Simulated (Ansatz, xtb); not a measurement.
## C5H5ClO: 5 structures ranked

5 gas-phase structures of C5H5ClO, from a drawn sample of its isomers (lower ones may exist). Each was relaxed with GFN2-xTB:

A. `Cc1cc(Cl)co1`, a singlet
B. `Cc1coc(Cl)c1`, a singlet
C. `Cc1occc1Cl`, a singlet
D. `Cc1ccc(Cl)o1`, a singlet
E. `Cc1cocc1Cl`, a singlet

Q: Estimate their order in r2SCAN-D4/def2-SVP energy at these geometries, lowest first.

A: Calculated order at r2SCAN-D4/def2-SVP: D (0.0), C (0.4), A (0.5), E (2.1), B (2.5) kcal/mol. Less than 1 kcal/mol parts D and C; C and A; E and B, so the order within those pairs means little.

Energies above the lowest of each column, in kcal/mol; the last columns are at PBE0-D3(BJ)/def2-SVP geometries:

```csv
structure,GFN2-xTB,HF/STO-3G,r2SCAN-D4/def2-SVP,PBE0-D3(BJ)/def2-SVP,CCSD(T)/def2-SVP + ΔMP2/def2-TZVPP
D,0.9,0.4,0.0,0.6,0.3
C,0.0,0.0,0.4,0.0,0.0
A,0.0,0.0,0.5,0.9,0.6
E,0.6,2.1,2.1,2.4,2.2
B,1.7,2.8,2.5,3.0,2.7
```

CCSD(T)/def2-SVP + ΔMP2/def2-TZVPP has A and C and D within 1 kcal/mol of each other at the bottom, and every level picks one of them. CCSD(T)/def2-SVP + ΔMP2/def2-TZVPP orders those it was run on as C (0.0), D (0.3), A (0.6), E (2.2), B (2.7) kcal/mol. Less than 1 kcal/mol parts C and D; D and A; E and B, so the order within those pairs means little. Some further structures that were screened fall inside this span and aren't listed. ΔMP2 is the change of the MP2 energy from the smaller to the larger basis.

Over these structures GFN2-xTB departs from r2SCAN-D4/def2-SVP by 0.6 kcal/mol on average once a common shift is removed. A GFN2-xTB relaxation took about 0.22 s and the r2SCAN-D4/def2-SVP energy about 5.1 s on a shared host (Ansatz 0.2.0, xtb 6.7.1).
